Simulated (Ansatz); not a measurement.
Ansatz results at the PBE0-D4/def2-TZVP geometry: HOMO–LUMO gap (ωB97M-V/def2-TZVPP) 10.61 eV; LUMO energy (B3LYP/def2-TZVPP) -0.53 eV; size of the dipole moment (B3LYP/def2-TZVPP) 0.65 D.

Each molecule was computed in one conformer, which needn't be the lowest.

Task: Which molecule gave them?
A. `[CH3][Al]([OH])[SeH]`
B. `[BH2][SnH2][OH]`
C. `C[O][AlH][SeH]`
D. `NC(O)N[SiH3]`

Result: A. The others give `C[O][AlH][SeH]`: 10.38, -0.87, 1.33; `NC(O)N[SiH3]`: 11.54, 0.26, 1.59; `[BH2][SnH2][OH]`: 9.10, -2.97, 2.38.

B3LYP here is the variant with VWN-RPA as its local correlation; programs differ in this.
